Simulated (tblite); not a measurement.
Species: C5H8NSi (charge -1).
Numbering: `[CH:1]#[C:2][Si@H:3]([CH:4]=[CH2:5])[N-:6][CH3:7]` (hydrogens: H8 on C1; H9 on Si3; H10 on C4; H11, H12 on C5; H13, H14, H15 on C7)

Structure optimised with GFN2-xTB, isolated species.

Problem. List the bond lengths, angles and torsions at this level.

Solution. 
```json
{"bond": "C1≡C2", "length (pm)": "120.4"}
{"bond": "C2–Si3", "length (pm)": "189.8"}
{"bond": "Si3–C4", "length (pm)": "188.7"}
{"bond": "C4=C5", "length (pm)": "131.7"}
{"bond": "Si3–N6", "length (pm)": "164.7"}
{"bond": "N6–C7", "length (pm)": "142.2"}
{"bond": "C1–H8", "length (pm)": "105.8"}
{"bond": "Si3–H9", "length (pm)": "151.6"}
{"bond": "C4–H10", "length (pm)": "108.3"}
{"bond": "C5–H11", "length (pm)": "108.9"}
{"bond": "C5–H12", "length (pm)": "108.1"}
{"bond": "C7–H13, C7–H14, C7–H15", "length (pm)": "110.6"}
```

Bonds in one row agree within 1 pm and their mean is given. A selection of angles:
```json
{"angle": "C2–C1–H8", "degrees": "178.2"}
{"angle": "C1–C2–Si3", "degrees": "173.1"}
{"angle": "C2–Si3–C4", "degrees": "103.5"}
{"angle": "C2–Si3–N6", "degrees": "119.8"}
{"angle": "C2–Si3–H9", "degrees": "96.9"}
{"angle": "C4–Si3–N6", "degrees": "106.5"}
{"angle": "C4–Si3–H9", "degrees": "105.5"}
{"angle": "N6–Si3–H9", "degrees": "122.5"}
{"angle": "Si3–C4–C5", "degrees": "123.6"}
{"angle": "Si3–C4–H10", "degrees": "117.8"}
{"angle": "C5–C4–H10", "degrees": "118.6"}
{"angle": "C4–C5–H11", "degrees": "124.1"}
{"angle": "C4–C5–H12", "degrees": "121.2"}
{"angle": "H11–C5–H12", "degrees": "114.7"}
{"angle": "Si3–N6–C7", "degrees": "124.0"}
{"angle": "N6–C7–H13", "degrees": "113.8"}
{"angle": "N6–C7–H14", "degrees": "109.4"}
{"angle": "H13–C7–H14", "degrees": "106.9"}
{"angle": "H13–C7–H15", "degrees": "105.7"}
```

Torsions: C2–Si3–C4–C5 59° (synclinal); C2–Si3–N6–C7 -63° (synclinal).

Si3 (SiH silicon) has angles from 96.9° to 122.5°. C5 (terminal =CH2 carbon) is planar (angles 124.1°, 121.2° and 114.7°, sum 360.0°, 0.00 Å off the plane of its three neighbours). C4 (alkene CH carbon) is planar (angles 123.6°, 118.6° and 117.8°, sum 360.0°, 0.00 Å off the plane of its three neighbours). The C–C distances run from 1.204 Å (C1≡C2, drawn triple) to 1.317 Å (C4=C5, drawn double), a spread of 0.113 Å.

Point group: C1 (no symmetry element, even within 0.4 Å). Its GFN2-xTB frequencies are all real (lowest 25 cm⁻¹).

One conformer stands for the species.

All values are computed, not measured.
